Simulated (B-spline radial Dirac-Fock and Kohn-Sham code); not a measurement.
**Total conversion coefficients of I against transition energy**

Level of theory: a Dirac-Hartree-Slater potential of the neutral atom with a Latter tail (no hole, which puts coefficients of high multipoles low close above an edge), finite nucleus with surface currents; a B-spline atomic structure program. Subshells within 1 keV of threshold and pair formation are left out.

```
energy (keV)        E1        E2        E3        E4        M1        M2
        13.7      8.40      8340  1.87e+06  1.91e+08      37.3      9970
        15.3      6.17      4780    960000  8.97e+07      26.8      5930
        16.8      4.74      2990    545000  4.73e+07      20.3      3830
          20      2.90      1250    190000  1.44e+07      12.1      1700
        31.5     0.800       131     12400    641000      3.12       215
          50      1.39      21.9       819     27400      5.59       108
        61.2     0.800      10.3       264      7040      3.10      49.3
        76.4     0.434      4.62      79.9      1620      1.63      21.0
        79.3     0.391      4.04      65.7      1270      1.46      18.3
        82.3     0.353      3.54      54.2       998      1.32      15.9
        93.8     0.245      2.22      27.8       431     0.904      9.69
         100     0.205      1.77      20.2       287     0.753      7.63
         186    0.0362     0.200      1.13      7.31     0.134     0.816
         200    0.0296     0.156     0.824      4.93     0.110     0.635
         317   0.00864    0.0338     0.125     0.486    0.0325     0.137
         341   0.00717    0.0269    0.0949     0.347    0.0270     0.109
         365   0.00603    0.0218    0.0736     0.256    0.0227    0.0878
         400   0.00480    0.0165    0.0527     0.171    0.0180    0.0660
         458   0.00346    0.0110    0.0327    0.0974    0.0128    0.0437
         500   0.00281   0.00861    0.0243    0.0686    0.0103    0.0336
         679   0.00142   0.00382   0.00931    0.0223   0.00490    0.0139
         835  0.000925   0.00231   0.00519    0.0113   0.00301   0.00789
         946  0.000724   0.00174   0.00373   0.00770   0.00226   0.00566
        1000  0.000651   0.00154   0.00324   0.00654   0.00199   0.00490
        1360  0.000373  0.000809   0.00155   0.00281   0.00100   0.00225
        1710  0.000254  0.000518  0.000934   0.00159  0.000610   0.00130
        1720  0.000251  0.000512  0.000922   0.00156  0.000602   0.00128
        2000  0.000198  0.000387  0.000672   0.00110  0.000439  0.000900
        2040  0.000192  0.000373  0.000645   0.00105  0.000421  0.000861
```

Q: How fast do they fall between 1720 and 2040 keV?

A: As powers of the energy: E1 E^-1.59, E2 E^-1.86, E3 E^-2.10, E4 E^-2.35, M1 E^-2.10, M2 E^-2.32. Within one type (E or M) the higher multipoles fall faster.

Values without a named source are computed, but for edge energies of neutral atoms, which are taken from tables.
